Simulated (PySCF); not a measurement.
Computed IR spectrum (relative IR intensity) of a molecule CH₆FNSi. Geometry: PBE0-D3(BJ)/def2-SVP. The values are those of a single conformer. Level of theory: PBE0-D3(BJ)/def2-SVP in PySCF. Frequencies are harmonic and unscaled.

ν (cm⁻¹): 322 (w), 465 (m), 654 (m), 777 (m), 873 (w), 925 (s), 970 (vs), 1102 (w), 1186 (m), 1412 (m), 1451 (w), 1501 (vw), 2270 (m), 2278 (s), 3022 (m), 3097 (w), 3138 (w), 3639 (w) (against the strongest line: vs over 80 %, s over 45 %, m over 15 %, w over 4 %, vw less)

### Question
Which structure fits?
A. N[SiH2]CF
B. CN[SiH2]F
C. NC[SiH2]F
D. C[Si@H](N)F

### Answer
B, CN[SiH2]F
